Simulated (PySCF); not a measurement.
**Atomic charges by several schemes**

Compound: C4H11OPSi.
Cartesian coordinates in Å at the GFN2-xTB level; atoms count from 1:
```
atom  x, y, z in Å
O1     0.2234    0.4368    2.2839
P2    -0.1034   -0.0213    0.9299
C3     1.2951   -0.7076   -0.0081
Si4    2.6320    0.6380   -0.1661
C5    -1.1215    1.0388   -0.2014
C6    -1.9983   -0.1791   -0.5498
C7    -1.6046   -1.0778    0.6381
H8     1.6690   -1.5551    0.5667
H9     0.9452   -1.0659   -0.9734
H10    3.1514    1.0016    1.1455
H11    2.0510    1.8031   -0.8404
H12    3.6910    0.0691   -1.0064
H13   -0.6516    1.5393   -1.0448
H14   -1.6633    1.7761    0.3923
H15   -1.6851   -0.6246   -1.4939
H16   -3.0639    0.0389   -0.6122
H17   -1.4865   -2.1359    0.4146
H18   -2.2886   -0.9681    1.4805
```

Density: PBE0/pcSseg-1 (PySCF); schemes: Mulliken, IAO, Hirshfeld and ESP-fitted. One conformer (not necessarily the lowest) at the GFN2-xTB geometry, without solvent, vibrations or thermal averaging.

**Question.** Give the atomic charges in each scheme.

**Answer.** In e:

```tsv
atom	environment	Mulliken	IAO	Hirshfeld	ESP-fitted
O1	phosphoryl oxygen	-0.584	-0.901	-0.399	-0.663
P2	phosphoryl phosphorus	+0.835	+1.503	+0.426	+0.962
C3	sp3 carbon bound to silicon	-0.716	-0.807	-0.199	-0.543
Si4	SiH3 silicon	+0.506	+0.611	+0.321	+0.417
C5	sp3 carbon bound to phosphorus	-0.434	-0.534	-0.119	-0.501
C6	four-membered-ring carbon	-0.228	-0.261	-0.070	+0.169
C7	sp3 carbon bound to phosphorus	-0.429	-0.529	-0.120	-0.478
H8	methylene hydrogen	+0.192	+0.177	+0.057	+0.165
H9	methylene hydrogen	+0.169	+0.165	+0.050	+0.174
H10	Si–H hydrogen	-0.036	-0.096	-0.063	-0.065
H11	Si–H hydrogen	-0.083	-0.120	-0.074	-0.103
H12	Si–H hydrogen	-0.083	-0.117	-0.079	-0.112
H13	methylene hydrogen	+0.153	+0.149	+0.041	+0.129
H14	methylene hydrogen	+0.162	+0.164	+0.052	+0.162
H15	methylene hydrogen	+0.127	+0.137	+0.040	+0.007
H16	methylene hydrogen	+0.142	+0.147	+0.045	+0.017
H17	methylene hydrogen	+0.146	+0.149	+0.042	+0.103
H18	methylene hydrogen	+0.160	+0.162	+0.051	+0.160
```

Mean size of the charges over all atoms: IAO 0.374 e, Mulliken 0.288 e, ESP-fitted 0.274 e, Hirshfeld 0.125 e. Each set sums to the total charge, 0, to within 0.001 e. The IAO scheme counts the electrons in orthogonalised intrinsic atomic orbitals, a minimal basis polarised so that it spans the occupied orbitals exactly.

Lowest charge. The schemes don't all agree: Mulliken C3 (-0.716); IAO O1 (-0.901); Hirshfeld O1 (-0.399); ESP-fitted O1 (-0.663).

Highest charge. All schemes agree: Mulliken P2 (+0.835); IAO P2 (+1.503); Hirshfeld P2 (+0.426); ESP-fitted P2 (+0.962).

**Question.** How many electrons does the IAO scheme count on C3?

**Answer.** Z − q = 6 − (-0.807) = 6.807.

**Question.** How closely do the schemes follow one another over all atoms?

**Answer.** Correlation coefficient and root-mean-square difference: Mulliken with IAO 0.98, 0.182 e; IAO with ESP-fitted 0.96, 0.195 e; IAO with Hirshfeld 0.96, 0.361 e; Mulliken with ESP-fitted 0.95, 0.120 e; Mulliken with Hirshfeld 0.94, 0.213 e; Hirshfeld with ESP-fitted 0.93, 0.221 e.

**Question.** Sum the charges by element, for elements with more than one atom.

**Answer.** 
```
element  atoms  Mulliken     IAO  Hirshfeld  ESP-fitted
      C      4    -1.806  -2.131     -0.509      -1.352
      H     11    +1.049  +0.918     +0.160      +0.637
```
